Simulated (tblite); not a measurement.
Compound: C2H5BrF4Ge2.
Atom-mapped SMILES: `[F:1][C@H:2]([GeH2:3][Br:4])[GeH2:5][C:6]([F:7])([F:8])[F:9]` (hydrogens: H10 on C2; H11, H12 on Ge3; H13, H14 on Ge5)

Computed with GFN2-xTB (tblite), gas phase: L-BFGS steps from a force-field or distance-geometry start until the largest atomic force falls under 0.01 eV/Å.

Step 10: E = -918.0031 eV
```
atom  x, y, z in Å  |  force x, y, z in eV/Å
F1     -0.4385   -0.2200    1.7507    0.068  -0.016   0.057
C2     -0.6785    0.3550    0.5082    0.034  -0.099  -0.040
Ge3    -2.4895   -0.2583   -0.0449   -0.008   0.050  -0.034
Br4    -2.8913    0.7635   -2.0230   -0.070   0.040  -0.057
Ge5     0.6955   -0.3332   -0.7608    0.020   0.003   0.029
C6      2.4898    0.2406   -0.0821   -0.157  -0.044  -0.064
F7      3.4807   -0.1313   -0.9061    0.052   0.028   0.022
F8      2.5406    1.5798    0.0205    0.078   0.005   0.032
F9      2.7697   -0.2637    1.1246    0.054   0.025   0.001
H10    -0.6053    1.4386    0.6460   -0.035  -0.003  -0.029
H11    -3.5605    0.1468    0.9335   -0.063  -0.025   0.028
H12    -2.4801   -1.7404   -0.3258   -0.056  -0.004   0.053
H13     0.6770   -1.8385   -0.7882    0.008   0.080  -0.004
H14     0.4899    0.2606   -2.1246    0.075  -0.039   0.006
```

Step 11: E = -918.0052 eV
```
atom  x, y, z in Å  |  force x, y, z in eV/Å
F1     -0.4371   -0.2222    1.7521    0.067   0.021  -0.002
C2     -0.6758    0.3543    0.5086   -0.019  -0.073  -0.034
Ge3    -2.4944   -0.2571   -0.0429    0.037   0.048  -0.023
Br4    -2.8949    0.7633   -2.0232   -0.066   0.037  -0.044
Ge5     0.6999   -0.3327   -0.7626   -0.047   0.014   0.062
C6      2.4905    0.2401   -0.0826   -0.064  -0.018  -0.035
F7      3.4847   -0.1301   -0.9049    0.024   0.027   0.022
F8      2.5425    1.5798    0.0207    0.064  -0.012   0.030
F9      2.7726   -0.2639    1.1244    0.030   0.029  -0.017
H10    -0.6066    1.4408    0.6445   -0.025  -0.080  -0.018
H11    -3.5698    0.1460    0.9355   -0.031  -0.028   0.009
H12    -2.4852   -1.7406   -0.3258   -0.057   0.012   0.058
H13     0.6780   -1.8355   -0.7893    0.014   0.046  -0.002
H14     0.4949    0.2574   -2.1266    0.072  -0.024  -0.005
```

Step 12: E = -918.0068 eV
```
atom  x, y, z in Å  |  force x, y, z in eV/Å
F1     -0.4347   -0.2235    1.7532    0.060   0.040  -0.045
C2     -0.6740    0.3524    0.5085   -0.053  -0.038  -0.013
Ge3    -2.4974   -0.2554   -0.0421    0.042   0.035  -0.014
Br4    -2.8989    0.7641   -2.0244   -0.059   0.030  -0.025
Ge5     0.7021   -0.3321   -0.7630   -0.077   0.021   0.058
C6      2.4899    0.2395   -0.0835    0.040   0.015   0.004
F7      3.4876   -0.1286   -0.9035   -0.007   0.018   0.011
F8      2.5452    1.5794    0.0215    0.038  -0.016   0.021
F9      2.7752   -0.2633    1.1238    0.004   0.020  -0.023
H10    -0.6082    1.4407    0.6430   -0.016  -0.119  -0.012
H11    -3.5768    0.1448    0.9371    0.000  -0.028  -0.012
H12    -2.4898   -1.7405   -0.3245   -0.057   0.027   0.058
H13     0.6791   -1.8323   -0.7901    0.018   0.009   0.001
H14     0.5000    0.2545   -2.1280    0.067  -0.013  -0.009
```

**Question.** Estimate the geometry and energy of step 13. (The exact step hangs on the optimiser's Hessian estimate; all steps are aligned on step 12, rigid shifts and turns removed.)

**Answer.** E = -918.0085 eV, largest force 0.132 eV/Å
```
atom  x, y, z in Å  |  force x, y, z in eV/Å
F1     -0.4310   -0.2239    1.7534    0.048   0.042  -0.066
C2     -0.6732    0.3496    0.5081   -0.072  -0.005   0.010
Ge3    -2.4998   -0.2529   -0.0415    0.014   0.012  -0.010
Br4    -2.9042    0.7654   -2.0259   -0.048   0.020   0.002
Ge5     0.7030   -0.3310   -0.7623   -0.069   0.021   0.027
C6      2.4899    0.2391   -0.0845    0.118   0.044   0.041
F7      3.4907   -0.1268   -0.9019   -0.031   0.003  -0.011
F8      2.5487    1.5788    0.0227    0.011  -0.006   0.011
F9      2.7780   -0.2625    1.1228   -0.019   0.002  -0.015
H10    -0.6101    1.4383    0.6412   -0.009  -0.118  -0.007
H11    -3.5840    0.1430    0.9384    0.034  -0.025  -0.033
H12    -2.4959   -1.7398   -0.3220   -0.054   0.040   0.054
H13     0.6805   -1.8290   -0.7909    0.019  -0.026   0.005
H14     0.5066    0.2513   -2.1295    0.057  -0.003  -0.007
```

The energy changes by -0.0017 eV. The first-order estimate −F·Δx gives -0.0023 eV and the mean of the old and new forces, exact on a quadratic surface, -0.0017 eV. The step makes an angle of 58° with the force vector and moves no atom by more than 0.008 Å.

The cost below is that of the whole relaxation. Time: 1.0 s wall. Hardware: one thread of an Arm Neoverse N1, shared host with 64 logical CPUs at a one-minute load of 54.
